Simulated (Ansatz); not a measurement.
`O=C=NB(F)Cl` + H₂Se → `FB(Cl)[SeH]` + `N=C=O` at 700 K and 1 bar (ligand exchange at a B–N bond).

Computed with Ansatz on PBE0-D4/def2-TZVP structures; ΔE is electronic, products minus reactants. CCSD(T)/CBS adds triple-zeta CCSD(T) − MP2 to the extrapolated MP2 energy (def2 sets, frozen cores). This one scheme is used for every species. For Se outer-core shells are correlated without core-valence functions, which leaves a few kJ/mol of doubt a bond. Scalar relativity is left out up to krypton. One conformer a species, not always the lowest.

| species | CCSD(T)/CBS energy (Eh) | H − E (kJ/mol) | S (J/(mol·K)) |
| --- | --- | --- | --- |
| `O=C=NB(F)Cl` | -752.42964 | 115.6 | 414.4 |
| H₂Se | -2401.89790 | 61.1 | 251.1 |
| `FB(Cl)[SeH]` | -2985.79275 | 92.3 | 383.0 |
| `N=C=O` | -168.51995 | 89.3 | 283.6 |

H − E and S are ideal-gas, rigid-rotor, harmonic terms from PBE0-D4/def2-TZVP, for one conformer and one mirror image of each species. 1 Eh = 2625.50 kJ/mol, R = 8.31446 J/(mol·K).

Question: By hand: ΔE, ΔH, ΔS and ΔG.

Answer: ΔE = (-2985.79275) + (-168.51995) − (-752.42964) − (-2401.89790) = 0.01484 Eh = 39.0 kJ/mol. Δ(H − E) = 92.3 + 89.3 − 115.6 − 61.1 = 4.9, so ΔH = 43.9 kJ/mol. ΔS = 383.0 + 283.6 − 414.4 − 251.1 = 1.1 J/(mol·K). ΔG = 43.9 − 700 × (1.1)/1000 = 43.1 kJ/mol.

Question: By hand: the equilibrium constant, and the temperature at which ΔG would vanish if ΔH and ΔS stayed fixed.

Answer: log₁₀ K = −ΔG/(RT ln 10) = -3.2. ΔG = 0 at ΔH/ΔS = 39909 K, far beyond where these terms or the molecules hold.

The number of gas molecules stays the same, so ΔS is small and ΔH decides. A doubt of 5 kJ/mol in ΔE shifts log₁₀ K by 0.4 here. Other conformers and mirror images would add mixing entropy, several J/(mol·K) or more a flexible species. These are equilibria of isolated gas molecules and say nothing of rates. Largest T1 diagnostic: 0.018 (customary marks: 0.02 for closed shells, 0.045 for open ones).
